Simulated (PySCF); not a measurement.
**L and K shells in `CCCCC[SiH3]`**

Compound: C5H14Si.
Atom-mapped SMILES: `[CH3:1][CH2:2][CH2:3][CH2:4][CH2:5][SiH3:6]`

Computed, not measured: PySCF, delta-SCF UKS SCAN, pcX-2 on the ionised atom, pcseg-1 elsewhere, spin-free X2C. Vertical ΔSCF values, vacuum level as zero. Spin–orbit coupling isn't in the SCF: each 2p doublet comes from a relaxed spin-free hole plus a matrix of the shell (mean-field spin–orbit coupling and the ground-state 2p splitting), with 2p3/2 averaged over its two sublevels. The splitting includes the ligand field, and 2p3/2 is the mean of two sublevels.

```csv
atom,mean of the 2p shell (eV),splitting (eV)
Si6,106.667,0.623
```

Problem. Where do the two lines of each doublet lie?

Solution. 2p3/2 = mean − splitting/3 and 2p1/2 = mean + 2 × splitting/3:

| atom | environment | 2p3/2 (eV) | 2p1/2 (eV) |
| --- | --- | --- | --- |
| Si6 | SiH3 silicon | 106.46 | 107.08 |

Problem. What are the 1s binding energies of the same atoms?

Solution. Si6 1846.21 eV.

Problem. Which Kα1 and Kα2 emission energies and wavelengths follow?

Solution. The photon carries the difference of the 1s-hole and 2p-hole states, both at the ground state's geometry; λ = 12398.42 eV Å/E.

```tsv
atom	Kα1 (eV)	Kα2 (eV)	λ(Kα1) (Å)	λ(Kα2) (Å)
Si6	1739.75	1739.13	7.1266	7.1291
```

Problem. And the 1s levels of the other atoms?

Solution. C5 (sp3 carbon bound to silicon) 290.10 eV; C3 (chain CH2 carbon) 290.33 eV; C2 (chain CH2 carbon) 290.47 eV; C4 (chain CH2 carbon) 290.50 eV; C1 (methyl carbon) 290.52 eV.

The structure is a single PBE0-D3(BJ)/def2-SVP conformer in the gas phase; no vibrational or solvent corrections.

On Arm Neoverse V1, one thread, no GPU, shared host, this took 76 s and 0.80 GiB of memory at its peak.

Conformer computed: `[CH3:1][CH2:2][CH2:3][CH2:4][CH2:5][SiH3:6]`: C1–C2–C3–C4 180°, C2–C3–C4–C5 180°, C3–C4–C5–Si6 180°.
